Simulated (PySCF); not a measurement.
Molecule: `O(C)C(=O)C(C)(C)C`, C$_{6}$H$_{12}$O$_{2}$.

Structure with atom numbers: `[CH3:1][O:2][C:3](=[O:4])[C:5]([CH3:6])([CH3:7])[CH3:8]`. Each H is labelled by its parent atom.

Geometry PBE0-D3(BJ)/def2-SVP throughout; GIAO in PySCF 2.14.0 with density-fitted response routines, gas phase, one conformer, non-relativistic; equivalent atoms averaged; basis pcSseg-1.

Task: How do the absolute shieldings σ depend on the functional? (ppm; last column core-seconds on shared hosts with different chips, so compare them loosely)

Result: 
```tsv
functional	kind	C3	C1	C5	C6/C7/C8	O4	O2	H(C1)	H(C6)/H(C7)/H(C8)	core-s
BP86	GGA	-0.7	126.6	138.1	149.7	-97.5	138.7	27.64	30.09	71
OPBE	GGA	13.3	133.9	147.0	157.2	-83.5	144.6	27.67	30.08	52
KT3	GGA	12.6	131.0	142.4	153.8	-74.2	146.3	27.76	30.15	73
B3LYP	global hybrid	-5.4	126.5	138.5	149.7	-107.5	147.7	27.77	30.22	35
PBE0	global hybrid	1.1	132.4	145.5	155.7	-103.3	154.0	27.68	30.12	49
mPW1PW91	global hybrid	0.1	131.3	144.6	154.9	-104.1	153.0	27.74	30.17	45
WP04	global hybrid	-12.6	117.8	128.4	143.7	-105.6	135.2	28.05	30.41	55
B97-2	global hybrid	3.8	131.7	144.9	155.2	-93.5	153.8	27.80	30.22	47
wB97X-D	range-separated hybrid	0.2	131.9	145.6	155.7	-100.8	158.3	27.80	30.23	59
LC-wPBE	range-separated hybrid	0.8	136.0	151.5	160.8	-98.4	168.3	27.74	30.20	82
```

Task: Which nucleus moves most, in ppm?

Result: O4 (ester carbonyl oxygen): from -107.5 ppm with B3LYP to -74.2 ppm with KT3. The smallest spread is 0.33 ppm, at H(C6)/H(C7)/H(C8). Proton shifts span only some 12 ppm, so a few tenths of a ppm matter as much there as several ppm in carbon.
